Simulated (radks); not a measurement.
Question: These are the eigenvalues of the occupied orbitals of an atom or ion with whole-number occupations (eV). Calculated with a radial shooting solver on a logarithmic mesh with Libxc functionals: scalar-relativistic Kohn-Sham, HCTH/407, spin-unpolarised, spherical densities, point nucleus.

1s: -13352.21
2s: -1774.909
2p: -1571.691
3s: -278.1971
3p: -213.7411
3d: -106.8293
4s: -54.5167
4p: -40.1677

Which element is it, and in what charge state? The configuration may be excited.

Answer: Z = 35, bromine, charge +3: Br3+ in [Ar] 3d10 4s2 4p2. The list shows which subshells hold electrons but not how many an open one holds; the 1s level, -490.68 hartree, gives Z - s = 31.3 by -(Z - s)^2/2, which with screening and relativity narrows Z to a few neighbours, and the depths of the outer levels then fix element, charge and occupations together.
